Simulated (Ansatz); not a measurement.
Basis-set extrapolation for C2H5AlCl2, SMILES `[AlH2][CH2]C(Cl)Cl` (PBE0-D4/def2-TZVP geometry, frozen core, Ansatz 0.2.0). Multiplicity 1, RHF reference.

|  | def2-TZVPP | def2-QZVPP |
| --- | --- | --- |
| HF | -1239.607503 | -1239.643649 |
| MP2 correlation | -0.811623 | -0.878904 |
| CCSD(T) correlation | -0.908456 | not run |

Energies in hartree. Use E(X) = E(∞) + A·exp(−7.88·√X) for Hartree–Fock and E(X) = E(∞) + B·X^(−2.97) for correlation, with X = 3 and 4, and add CCSD(T) minus MP2 of the smaller set to the MP2 limit.

Problem. What is the CCSD(T) energy at the basis-set limit?

Solution. HF limit: -1239.643649 + (-0.036146) × 0.13774 = -1239.64863. MP2 limit: -0.878904 + (-0.067281) × 0.74074 = -0.92874. Higher-order term: -0.908456 − (-0.811623) = -0.09683. Total: -1240.67420 hartree, 99.3 kcal/mol below CCSD(T)/def2-TZVPP.
